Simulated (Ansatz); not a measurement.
Molecule: C7H13, net charge 0, doublet state. It need not be the lowest isomer of its formula. SMILES: C=[C]CCC(C)C
Coordinates optimised at B3LYP-D3(BJ)/def2-TZVP (Ansatz, an electronic-structure program):
```
C
H 1 1.0931
H 1 1.0946 2 106.37
C 1 1.5327 2 109.10 3 -117.85
H 4 1.0970 1 107.66 2 -65.85
C 4 1.5291 5 107.88 1 -118.85
H 6 1.0918 4 111.21 5 -60.42
H 6 1.0919 7 108.00 4 -122.45
H 6 1.0936 7 107.69 8 -116.12
C 4 1.5295 5 108.00 6 -119.51
H 10 1.0907 4 112.24 5 -57.28
H 10 1.0918 11 107.47 4 -122.10
H 10 1.0938 11 107.85 12 -115.86
C 1 1.5360 2 108.34 3 117.13
H 14 1.0936 1 109.96 2 -176.21
H 14 1.1028 15 106.27 1 118.17
C 14 1.4658 15 109.19 16 117.08
C 17 1.3050 14 140.59 15 -120.36
H 18 1.0851 17 122.65 14 -179.19
H 18 1.0936 19 116.04 17 179.84
```
Charge 0, spin multiplicity 2.

Wanted: atomisation energy (electronic, to ground-state atoms), in eV. Valence correlation only, unless marked. UHF or UKS for open shells. No spin-orbit coupling. No relativistic terms. The coupled-cluster limit lacks core correlation, which all-electron functionals hold. CBS marks a two-point X^-3 extrapolation of the correlation energy; Hartree-Fock from the larger set. The bracket is a focal-point correction in the basis named.

```json
[
 {"level": "HF/6-31G", "program": "Ansatz", "atomisation energy (eV)": "61.02"},
 {"level": "HF/cc-pVDZ", "program": "Ansatz", "atomisation energy (eV)": "62.46"},
 {"level": "BLYP-D4/def2-TZVPD", "program": "Ansatz + dftd4", "atomisation energy (eV)": "83.09"},
 {"level": "B3LYP-D4/def2-TZVPD", "program": "Ansatz + dftd4", "atomisation energy (eV)": "83.52"},
 {"level": "PBE0-D3(BJ)/def2-TZVP", "program": "Ansatz + dftd3", "atomisation energy (eV)": "84.23"},
 {"level": "PBE0/def2-QZVPP", "program": "Ansatz", "atomisation energy (eV)": "83.95"},
 {"level": "CAM-B3LYP-D3(BJ)/def2-TZVPD", "program": "Ansatz + dftd3", "atomisation energy (eV)": "83.80"},
 {"level": "PBE-QIDH/def2-TZVPD", "program": "Ansatz", "atomisation energy (eV)": "83.15"},
 {"level": "MP2/STO-3G", "program": "Ansatz", "atomisation energy (eV)": "85.74"},
 {"level": "MP2/6-31G", "program": "Ansatz", "atomisation energy (eV)": "72.91"},
 {"level": "RI-MP2/cc-pVTZ", "program": "Ansatz", "atomisation energy (eV)": "82.17"},
 {"level": "SCS-MP2/6-31G", "program": "Ansatz", "atomisation energy (eV)": "72.89"},
 {"level": "CCSD/STO-3G", "program": "Ansatz", "atomisation energy (eV)": "87.23"},
 {"level": "CCSD(T)/6-31G", "program": "Ansatz", "atomisation energy (eV)": "73.26"},
 {"level": "RI-MP2/CBS(cc-pVTZ,cc-pVQZ)+[CCSD(T)-MP2]/cc-pVTZ", "program": "Ansatz", "atomisation energy (eV)": "83.35"}
]
```

The UHF reference is spin-contaminated (<S^2> 0.16 over the pure value in the largest basis).
